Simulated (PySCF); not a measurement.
A structure optimised at PBE-D3(BJ)/def2-SVP, used in a PySCF frequency run:

```
Sn
O 1 1.9914
Si 2 1.6854 1 128.26
H 3 1.5031 2 106.77 1 -167.05
H 3 1.5056 4 109.00 2 120.66
H 3 1.5070 4 109.07 5 118.36
O 1 1.9925 2 104.83 3 -23.46
H 7 0.9784 1 108.76 2 146.91
O 1 1.9934 2 115.55 3 93.69
H 9 0.9784 1 108.59 2 85.05
O 1 1.9948 2 105.18 3 -147.29
H 11 0.9790 1 107.63 2 21.71
```
Charge 0, spin multiplicity 1.

Task: Write its SMILES and formula.

Result: [OH][Sn]([OH])([OH])[O][SiH3], H₆O₄SiSn

Task: What are its rotational constants (standard atomic weights)?

Result: 2.6549, 1.0633, 1.0210 GHz
